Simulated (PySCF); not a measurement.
# How methods differ on the ionisation energy of Se²¹⁺

Se²¹⁺ [Ne] 3s2 3p1 (2P) → Se²²⁺ [Ne] 3s2 (1S), as a difference of total energies. Computed with PySCF 2.14 in an uncontracted even-tempered set (17 s from 1.9 bohr⁻², ratio 2.5; 11 p from 2.4 bohr⁻², ratio 2.5; 5 d from 11 bohr⁻², ratio 2.7; 4 f from 17 bohr⁻², ratio 2.7), with no relativity, point nucleus. Correlated levels: outer shells: 1s2 frozen; virtual orbitals above 40 to 60 times the deepest correlated orbital energy dropped. The calculations carry no spin-orbit coupling.

| method | ionisation energy (eV) |
| --- | --- |
| UHF | 881.69 |
| MP2 (outer shells) | 882.20 |
| SCS-MP2 (outer shells) | 882.08 |
| CCSD (outer shells) | 882.18 |
| CCSD(T) (outer shells) | 882.19 |

Question: How much does correlation contribute at CCSD(T) (outer shells)?

Answer: 882.19 − (881.69) = 0.50 eV, measured against UHF.

A first-order spin-orbit estimate (lowest level to lowest level, LS coupling) adds 5.429 eV.

All relativistic terms are absent from these numbers, so their closeness to the reference says little about the methods.

For comparison: 887 ± 4 eV (semi-empirical (NIST evaluation); NIST Atomic Spectra Database, ionization energies).
